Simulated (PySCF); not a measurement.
1,2-difluorocyclopenta-1,3-diene (C₅H₄F₂), SMILES FC1=C(F)CC=C1. Coordinates come from a PBE-D3(BJ)/def2-SVP optimisation. One conformer was computed; it need not be the lowest.

Q: Give the equilibrium geometry at PBE-D3(BJ)/def2-SVP (PySCF confirms it by a frequency run) as Cartesian coordinates in Å, and its point group. (An estimate is asked for; the answer gives what the named calculation found.)

A: One answer among several that fit: point group Cs.
```xyz
11

F      1.4398     1.5016     0.0000
C      0.6804     0.4017     0.0000
C     -0.6815     0.3403     0.0000
F     -1.5484     1.3572     0.0000
C     -1.1106    -1.0944     0.0000
C      0.1968    -1.8469     0.0000
C      1.2268    -0.9565     0.0000
H     -1.7335    -1.3385     0.8902
H     -1.7335    -1.3385    -0.8902
H      0.2710    -2.9415     0.0000
H      2.3031    -1.1755     0.0000
```
Charge 0, spin multiplicity 1.
